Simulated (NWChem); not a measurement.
Species: CF₂ cation, doublet

```xyz
3

F      1.0870     0.0000    -0.1452
C      0.0000     0.0000     0.4273
F     -1.0870     0.0000    -0.1452
```
Atoms are numbered in this order, from 1.

Computed with NWChem. Geometry optimised at B3LYP/6-31G*; all other runs use it. Pople sets run with spherical d functions. Spin-unrestricted. In the optimisation the excess spin sits in a1 (C2v, its own frame). Spin-orbit coupling enters the g values alone. Excited states of an open shell can be spin-contaminated.

| quantity | level | value |
|---|---|---|
| vertical, lowest excitation (eV) | PBE/def2-SVP, TDA | 4.13 |
| Δg2 (ppt) | B3LYP/x2c-SVPall, ZORA | … |
| cavity-dispersion-structure term (kcal/mol) in anisole | B3LYP/def2-SVP, SMD | 3.7 |
| A(iso) 19F atom 3 (MHz) | TPSSh/def2-TZVP | … |
| charge (e), ESP F1 | B3LYP/def2-SVP | 0.15 |
| lowest empty minus highest occupied level, either spin (eV) | SCAN/def2-SVP | … |
| highest harmonic frequency (cm⁻¹) | B3LYP/6-31G* | 1694 |

**Question.** What belongs in the gaps?

**Answer.** 
- Δg2 (ppt), value: -0.96
- A(iso) 19F atom 3 (MHz), value: 388
- lowest empty minus highest occupied level, either spin (eV), value: 4.32
